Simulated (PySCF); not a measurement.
How methods differ on the excitation energy of W⁺

W⁺ [Xe] 4f14 5d4 6s1 (6D) → W⁺ [Xe] 4f14 5d3 6s2 (4F), as a difference of total energies. Computed with PySCF 2.14 in ANO-RCC-VTZP (8s7p5d3f2g1h, 104 functions), with the spin-free X2C one-electron Hamiltonian (Gaussian nucleus). Correlated levels: valence: [Xe] 4f14 frozen. The calculations carry no spin-orbit coupling.

```csv
method,excitation energy (cm⁻¹)
UHF,19956
MP2 (valence),15545
SCS-MP2 (valence),10904
CCSD (valence),13328
CCSD(T) (valence),12242
```

A first-order spin-orbit estimate (lowest level to lowest level, LS coupling) adds -0.243 eV.
